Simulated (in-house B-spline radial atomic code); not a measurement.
KLI/ALDAx excitations of Mg

Method: KLI/ALDAx. Computed with an all-electron radial atomic-structure program (B-spline basis): linear response of the closed shell [Ne] 3s2 with the adiabatic LDA exchange kernel on the exchange-only KLI potential; non-relativistic, point nucleus, no spin-orbit coupling, no double excitations, S, P, D and F terms only.

Command:
```bash
python run_td.py task.json out
```
Settings (radii: box in bohr, nucleus in fm):
```
Z                        12
electrons                12
configuration            [Ne] 3s2
hamiltonian              nr
method                   kli
box_radius               75
intervals                78
```

Time taken, with all properties: 0.7 s on 1 thread of Arm Neoverse N1 (shared host).

The lowest states, in the order of their Tamm-Dancoff energies; the method's threshold (minus the highest occupied level) is 6.868 eV. Labels give the largest channel, * marks a mixed state, and oscillator strengths are full-response dipole values. Measured ¹D terms are left out, since they can mix with doubly excited terms. Semilocal kernels can invert the small singlet-triplet splittings of Rydberg terms. Energies in eV:

| state | full response | Tamm-Dancoff | oscillator strength | measured (J-weighted term) |
| --- | --- | --- | --- | --- |
| 3s → 3p 3P | ? | ? | - | ? |
| 3s → 3p 1P | 4.047 | 4.207 | 1.54 | 4.346 |
| 3s → 4s 3S | 4.302 | 4.326 | - | 5.108 |
| 3s → 4s 1S | 4.779 | 4.795 | - | 5.394 |
| 3s → 3d 3D | 4.972 | 5.003 | - | 5.946 |
| 3s → 4p 3P | 5.101 | 5.122 | - | 5.932 |
| 3s → 3d 1D | 5.230 | 5.232 | - | - |
| 3s → 4p 1P | 5.468 | 5.525 | 0.198 | 6.118 |
| 3s → 5s 3S | 5.654 | 5.659 | - | 6.431 |
| 3s → 5s 1S | 5.794 | 5.800 | - | 6.516 |
| 3s → 4d 3D | 5.889 | 5.898 | - | 6.719 |
| 3s → 5p 3P | ? | ? | - | ? |
| 3s → 4d 1D | 5.979 | 5.980 | - | - |
| 3s → 4f 3F | 5.988 | 5.988 | - | 6.779 |
| 3s → 4f 1F | 5.993 | 5.993 | - | 6.779 |
| 3s → 5p 1P | 6.056 | 6.078 | 0.0515 | 6.783 |

(1) Where does 3s → 3p 3P lie?

(2) Where does 3s → 5p 3P lie?

(3) How large is the singlet-triplet splitting of 3s → 3p (P terms) in Tamm-Dancoff?

(4) What polarisabilities and dispersion coefficient does the method give?

Results:

(1) At 1.841 eV in full response, 2.164 eV in Tamm-Dancoff; measured 2.714 eV.

(2) At 5.932 eV in full response, 5.938 eV in Tamm-Dancoff; measured 6.726 eV.

(3) 2.04 eV, from the unrounded values.

(4) Dipole 77.65 bohr³, quadrupole 1039 bohr⁵, C6 706.4 hartree·bohr⁶ for two such species. Recommended dipole value: 71.2 ± 0.4 bohr³ (Schwerdtfeger and Nagle, table of static dipole polarizabilities (2023 update)), which includes relativity and correlation.
